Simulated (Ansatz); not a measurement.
C14H8S2⁻, that is BTBT with one electron more. Charge -1, multiplicity 2. Geometry PBE-D4/def2-SVP, that of the neutral singlet; atoms count from 1.

```
atom    x (Å)    y (Å)    z (Å)
  C1   0.6307  -2.7619  -3.4776
  C2  -0.5924  -3.1047  -2.8589
  C3  -1.0476  -2.4046  -1.7394
  C4  -0.2747  -1.3419  -1.2211
  C5   0.9626  -1.0070  -1.8595
  C6   1.4165  -1.7131  -2.9846
  S7   1.7889   0.3412  -1.0775
  C8   0.5017   0.4727   0.1026
  C9   0.2744   1.3422   1.2208
 C10   1.0475   2.4047   1.7393
 C11   0.5926   3.1044   2.8592
 C12  -0.6305   2.7616   3.4778
 C13  -1.4165   1.7130   2.9846
 C14  -0.9628   1.0072   1.8593
 S15  -1.7892  -0.3408   1.0771
 C16  -0.5021  -0.4722  -0.1031
 H17   0.9739  -3.3242  -4.3589
 H18  -1.1931  -3.9328  -3.2638
 H19  -2.0004  -2.6714  -1.2576
 H20   2.3686  -1.4475  -3.4672
 H21   2.0002   2.6717   1.2573
 H22   1.1936   3.9321   3.2644
 H23  -0.9737   3.3238   4.3593
 H24  -2.3684   1.4473   3.4674
```

The highest occupied level of the charge -1 doublet lies above zero (up to 1.25 eV). By energy differences its removal costs 0.16 eV (vertical, to the charge 0 singlet, at PBE0-D4/def2-SVP); self-interaction error and the lack of diffuse functions both raise the level.

Question: Estimate the Mulliken populations from the PBE0/def2-SVP orbitals of Ansatz.

Answer: 
```csv
atom,charge (e),spin (α − β)
C1,-0.08,0.22
C2,-0.02,-0.11
C3,-0.09,0.21
C4,0.02,0.01
C5,-0.09,0.03
C6,-0.06,0.01
S7,0.04,0.03
C8,-0.10,0.12
C9,0.02,0.01
C10,-0.09,0.21
C11,-0.02,-0.11
C12,-0.08,0.22
C13,-0.06,0.01
C14,-0.09,0.03
S15,0.04,0.03
C16,-0.10,0.12
H17,-0.03,-0.01
H18,-0.02,0.00
H19,-0.03,-0.01
H20,-0.03,0.00
H21,-0.03,-0.01
H22,-0.02,0.00
H23,-0.03,-0.01
H24,-0.03,0.00
```
Mulliken values and Mayer orders depend strongly on the basis.

Question: Where does the spin sit?

Answer: Summed by element: C 0.97, S 0.07, H -0.04, of 1 unpaired in all. Largest on single atoms: C1 0.22, C12 0.22, C10 0.21.

Question: And the Mayer bond orders between bonded heavy atoms (over 0.3)?

Answer: C1–C2 1.35 (1.41 Å); C1–C6 1.31 (1.40 Å); C2–C3 1.43 (1.40 Å); C3–C4 1.25 (1.41 Å); C4–C5 1.26 (1.43 Å); C4–C16 1.34 (1.43 Å); C5–C6 1.46 (1.40 Å); C5–S7 1.02 (1.76 Å); S7–C8 1.00 (1.75 Å); C8–C9 1.34 (1.43 Å); C8–C16 1.39 (1.39 Å); C9–C10 1.25 (1.41 Å); C9–C14 1.26 (1.43 Å); C10–C11 1.43 (1.40 Å); C11–C12 1.35 (1.41 Å); C12–C13 1.31 (1.40 Å); C13–C14 1.46 (1.40 Å); C14–S15 1.02 (1.76 Å); S15–C16 1.00 (1.75 Å).
